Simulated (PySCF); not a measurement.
Cyclo-(H2SnNH)2.
Structure used (PBE0-D3(BJ)/def2-SVP), in Å, numbered top down from 1:
```xyz
10
H6N2Sn2 angstrom
Sn     0.8976   -0.4532   -1.1698
H      0.9851    0.1041   -2.7918
H      2.0269   -1.7314   -0.9021
N      0.8541    1.0511    0.2261
Sn    -0.9103    0.4960    1.1171
H     -0.7850   -0.2509    2.6690
H     -2.1064    1.7276    1.1308
N     -1.0195   -0.7654   -0.4999
H      1.6662    1.4138    0.7156
H     -1.4839   -1.6684   -0.4906
```

Method: PBE0-D3(BJ)/def2-SVP geometry optimisation, gas phase, def2 core potentials past Kr (PySCF).

Masses are those of the commonest isotopes; rigid-rotor values at the optimised geometry. The values belong to one conformer.

Give the principal moments of inertia and the rotational constants in MHz.

Ia = 70.91, Ib = 597.95, Ic = 650.82 u·Å²; 505379 MHz·u·Å²/I gives A = 7127, B = 845.2, C = 776.5 MHz.

Classify the top.

A near-prolate asymmetric top. Ray's parameter κ = (2B − A − C)/(A − C) = -0.978; −1 is the prolate and +1 the oblate limit.

Is it planar, by Δ = Ic − Ia − Ib?

Not planar: Δ = Ic − Ia − Ib = -18.04 u·Å². For a rigid frame Δ = −2 Σ m c², so Σ m c² = 9.02 u·Å² lies off the ab plane: 8.19 from hydrogen and 0.83 from heavier atoms. The atom farthest from that plane is 1.52 Å away.

Give the other two planar moments, Paa and Pbb, and the rms extents of the mass along the axes.

Paa = Σ m a² = (Ib + Ic − Ia)/2 = 588.93 and Pbb = Σ m b² = (Ia + Ic − Ib)/2 = 61.89 u·Å². With the mass M = 273.86 u, the rms extents √(P/M) along a, b and c are 1.47, 0.48, 0.18 Å.

List the rotational levels J(Ka,Kc) to J = 3 (K).

Above 0(0,0), as E/k:
J = 1: 1(0,1) 0.078, 1(1,1) 0.379, 1(1,0) 0.383
J = 2: 2(0,2) 0.233, 2(1,2) 0.532, 2(1,1) 0.542, 2(2,1) 1.446, 2(2,0) 1.446
J = 3: 3(0,3) 0.467, 3(1,3) 0.760, 3(1,2) 0.780, 3(2,2) 1.679, 3(2,1) 1.680, 3(3,1) 3.195, 3(3,0) 3.195
The levels of one J sum to (2J + 1)J(J + 1)(A + B + C)/3.

Predict some low-J microwave lines.

The dipole components are |μa| = 0.00 D, |μb| = 0.00 D, |μc| = 1.45 D; the symmetry axis of this C2v structure is c, so μa and μb vanish by symmetry and there are no a-type or b-type lines. Some of the stronger lines:

```json
{"type": "c", "branch": "Q", "J(Ka,Kc)": "5(1,5) ← 5(0,5)", "MHz": "5817", "lower level (cm⁻¹)": "0.811"}
{"type": "c", "branch": "Q", "J(Ka,Kc)": "4(1,4) ← 4(0,4)", "MHz": "5980", "lower level (cm⁻¹)": "0.541"}
{"type": "c", "branch": "Q", "J(Ka,Kc)": "2(1,2) ← 2(0,2)", "MHz": "6214", "lower level (cm⁻¹)": "0.162"}
{"type": "c", "branch": "R", "J(Ka,Kc)": "4(1,3) ← 3(0,3)", "MHz": "13148", "lower level (cm⁻¹)": "0.324"}
{"type": "c", "branch": "Q", "J(Ka,Kc)": "5(2,4) ← 5(1,4)", "MHz": "18436", "lower level (cm⁻¹)": "1.039"}
{"type": "c", "branch": "Q", "J(Ka,Kc)": "4(2,3) ← 4(1,3)", "MHz": "18606", "lower level (cm⁻¹)": "0.763"}
{"type": "c", "branch": "Q", "J(Ka,Kc)": "2(2,1) ← 2(1,1)", "MHz": "18845", "lower level (cm⁻¹)": "0.376"}
{"type": "c", "branch": "R", "J(Ka,Kc)": "2(2,0) ← 1(1,0)", "MHz": "22158", "lower level (cm⁻¹)": "0.266"}
{"type": "c", "branch": "R", "J(Ka,Kc)": "2(2,1) ← 1(1,1)", "MHz": "22226", "lower level (cm⁻¹)": "0.264"}
{"type": "c", "branch": "R", "J(Ka,Kc)": "3(2,1) ← 2(1,1)", "MHz": "23713", "lower level (cm⁻¹)": "0.376"}
{"type": "c", "branch": "R", "J(Ka,Kc)": "4(2,3) ← 3(1,3)", "MHz": "25641", "lower level (cm⁻¹)": "0.528"}
{"type": "c", "branch": "Q", "J(Ka,Kc)": "4(3,2) ← 4(2,2)", "MHz": "31574", "lower level (cm⁻¹)": "1.384"}
{"type": "c", "branch": "R", "J(Ka,Kc)": "3(3,1) ← 2(2,1)", "MHz": "36446", "lower level (cm⁻¹)": "1.005"}
{"type": "c", "branch": "R", "J(Ka,Kc)": "4(3,2) ← 3(2,2)", "MHz": "38069", "lower level (cm⁻¹)": "1.167"}
{"type": "c", "branch": "R", "J(Ka,Kc)": "5(3,2) ← 4(2,2)", "MHz": "39684", "lower level (cm⁻¹)": "1.384"}
{"type": "c", "branch": "R", "J(Ka,Kc)": "5(3,3) ← 4(2,3)", "MHz": "39693", "lower level (cm⁻¹)": "1.384"}
{"type": "c", "branch": "R", "J(Ka,Kc)": "5(4,1) ← 4(3,1)", "MHz": "52321", "lower level (cm⁻¹)": "2.437"}
{"type": "c", "branch": "Q", "J(Ka,Kc)": "5(5,1) ← 5(4,1)", "MHz": "56843", "lower level (cm⁻¹)": "4.182"}
```

Stationary, but not proved a minimum. Constants of a rigid frame at the computed geometry: no zero-point averaging, no centrifugal distortion. A rigid rotor knows nothing of inversion at nitrogen, which can split or shift real lines. Quadrupole hyperfine structure (14N) is left out.
